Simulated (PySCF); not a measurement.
# Steps of a relaxation of [Nd(O2)]+

[Nd(O2)]+ (singlet in the valence; each metal's 4f electrons, 3 of them, lie in its core potential, out of spins and levels). PySCF 2.14.0, RKS BP86, Nd lcecp-1-SVP with ECP49, O def2-SVP; non-relativistic Hamiltonian with scalar-relativistic core potentials where named; density fitting; no spin-orbit coupling. Origin of the start: template. Columns: position (Å) and force (eV/Å). Energies are counted from the last step; some of the 7 steps are shown. Forces carry noise of the integration grid, about 0.01 to 0.03 eV/Å.

Run from Python with OMP_NUM_THREADS=2. Where DIIS fails, smearing, a level shift and second-order steps follow.
It took 11 s on 2 threads of Arm Neoverse V1, with other jobs on the host, from the converged density of the start.

```xyz
3
step 0  E = 0.753 eV
Nd    0.0000    0.0000   -0.3948     0.00    0.00    5.02
O     0.7400    0.0000    1.7515    -1.23    0.00   -2.51
O    -0.7400    0.0000    1.7515     1.23    0.00   -2.51
```

```xyz
3
step 2  E = 0.138 eV
Nd    0.0000    0.0000   -0.1714     0.00    0.00   -3.47
O     0.7458    0.0000    1.6397     0.86    0.00    1.74
O    -0.7458    0.0000    1.6397    -0.86    0.00    1.74
```

```xyz
3
step 4  E = 0.000 eV
Nd    0.0000    0.0000   -0.2291     0.00    0.00    0.12
O     0.7479    0.0000    1.6686     0.01    0.00   -0.06
O    -0.7479    0.0000    1.6686    -0.01    0.00   -0.06
```

Q: Where does the relaxation end?

A: It converges at step 6 in C2v:
```xyz
3
step 6  E = 0
Nd    0.0000    0.0000   -0.2264
O     0.7490    0.0000    1.6673
O    -0.7490    0.0000    1.6673
```

Q: How did the contacts change?

A: 
```tsv
contact	start (Å)	end (Å)
Nd1–O2 (O2)	2.270	2.036
```


An lcecp potential fixes the number of 4f electrons, so in runs with it no electron can move into or out of that shell.
